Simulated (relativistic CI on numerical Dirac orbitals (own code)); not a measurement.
# Xe XV: sensitivity of the levels to the model

Base calculation: Dirac-Coulomb-Breit CI, orbitals from a KLI potential per configuration, QED by a radiative potential, unscaled Slater integrals.

Configurations in the expansion (outside the closed core [Ar] 3d10): 4s2.4p6.4d4, 4s2.4p5.4d5, 4s2.4p6.4d3.4f, 4s.4p6.4d5, 4s2.4p6.4d3.5s, 4s2.4p5.4d4.4f, 4s2.4p6.4d3.5p, 4s.4p6.4d4.4f, 4s2.4p6.4d2.4f.5s, 4s2.4p6.4d3.5d, 4s2.4p6.4d2.5s.5p, 4s2.4p5.4d4.5s, 4s2.4p6.4d3.5f, 4s2.4p6.4d3.6s, 4s2.4p6.4d3.6p, 4s2.4p6.4d3.6f, 4s2.4p6.4d3.7s, 4s2.4p5.4d4.5d, 4s2.4p6.4d3.7p, 4s2.4p6.4d3.7f, 4p6.4d5.5p, 4p6.4d6, 4p5.4d7, 4p5.4d6.4f, 4s2.4p6.4d2.5s2, 4s2.4p6.4d.4f.5s2, 4s2.4p5.4d2.4f.5s2, 4s2.4p6.4d.5s2.5p. Double excitations out of closed p, d and f shells are left out; levels of such configurations are missing from the list, as are those of other unlisted configurations, and high levels can miss mixing partners. These lack a partner that the ground configuration has and come out too high: 4s2.4p5.4d4.5s, 4s2.4p5.4d4.5d.

Variants: (1) only the first configuration. Shifts of the energy above 4s2.4p6.4d4 5D_0, in cm⁻¹, for the lowest level and the first level of each name with at least 55 % of one term (blank where a level changes its place among those of its configuration and J or its character, or is not in the variant):

| Level | Base | Δ(1) |
| --- | --- | --- |
| 4s2.4p6.4d4 5D_0 | 0 | 0 |
| 4s2.4p6.4d4 5D_1 | 6427 | +487 |
| 4s2.4p6.4d4 5D_2 | 12998 | +775 |
| 4s2.4p6.4d4 5D_3 | 18858 | +861 |
| 4s2.4p6.4d4 5D_4 | 23738 | +735 |
| 4s2.4p6.4d4 3H_4 | 41343 | +1688 |
| 4s2.4p6.4d4 3P_0 | 41820 | -1492 |
| 4s2.4p6.4d4 3H_5 | 50720 | +2170 |
| 4s2.4p6.4d4 3G_3 | 50873 | +1290 |
| 4s2.4p6.4d4 3H_6 | 55046 | +2338 |
| 4s2.4p6.4d4 3F_2 | 55186 | -457 |
| 4s2.4p6.4d4 3P_1 | 56269 | -1619 |
| 4s2.4p6.4d4 3F_3 | 68892 | +1560 |
| 4s2.4p6.4d4 3D_3 | 72911 | +1859 |
| 4s2.4p6.4d4 3G_5 | 74743 | +2299 |
| 4s2.4p6.4d4 1I_6 | 78671 | +2853 |
| 4s2.4p6.4d4 3D_1 | 81543 | +1915 |
| 4s2.4p6.4d4 1S_0 | 95508 | +811 |
| 4s2.4p6.4d4 1F_3 | 101698 | +1502 |
| 4s2.4p5.4d5 7P°_4 | 642565 |  |
| 4s2.4p5.4d5 7P°_3 | 668216 |  |
| 4s2.4p5.4d5 5P°_1 | 696116 |  |

At this charge energies of transitions that change n are usually good to better than 1 %, and those within a shell (Δn = 0) to a few per cent. Terms inside the open d or f shell come out 10 to 20 % too wide with unscaled integrals. Levels and lines within the n = 5 or 6 shells can be off by up to 10 % or somewhat more, and those that change n by about 2 %, since core polarisation is missing.

Ionisation energy from the two ground configurations alone: base 343.524 eV. The NIST ASD value (theoretical) is 343 eV.

LS names give the leading component of a level, which can be under half, so a name can repeat, a term be missing and a line seem to break the LS rules.
